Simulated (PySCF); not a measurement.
C4H6NO, multiplicity 2. Atoms are numbered in the order given.

```xyz
12

O      1.9225    -0.6738    -0.4673
C      0.7971    -0.2898    -0.2266
C      0.3906     1.1215     0.1825
C     -1.0231     0.9332     0.7141
C     -1.4706    -0.3482    -0.0120
N     -0.3145    -1.1254    -0.3233
H      0.4134     1.7518    -0.7236
H      1.1137     1.5491     0.8898
H     -1.0044     0.7541     1.8006
H     -1.6925     1.7851     0.5327
H     -1.9648    -0.1117    -0.9803
H     -2.2074    -0.9604     0.5349
```
Charge 0, spin multiplicity 2.

Geometry: PBE0-D3(BJ)/def2-SVP. The isomer is the one that the SMILES or the coordinates give; other isomers of the formula were not compared. One conformer was computed; it need not be the lowest.

The numbers are results of PySCF with SMD-M06-2X/def2-SVP, not measurements.

Solvation free energies are E(SMD) − E(gas) at the gas-phase geometry, for 1 M in both phases. In vacuum the dipole moment is 4.27 D.

| solvent | ΔG(solv) (kcal/mol) | its non-electrostatic (CDS) part | dipole (D) |
|---|---|---|---|
| water | -10.8 | -0.8 | 5.84 |
| 1-octanol | -8.2 | 0.0 | 5.54 |
| chloroform | -7.4 | -1.6 | 5.14 |
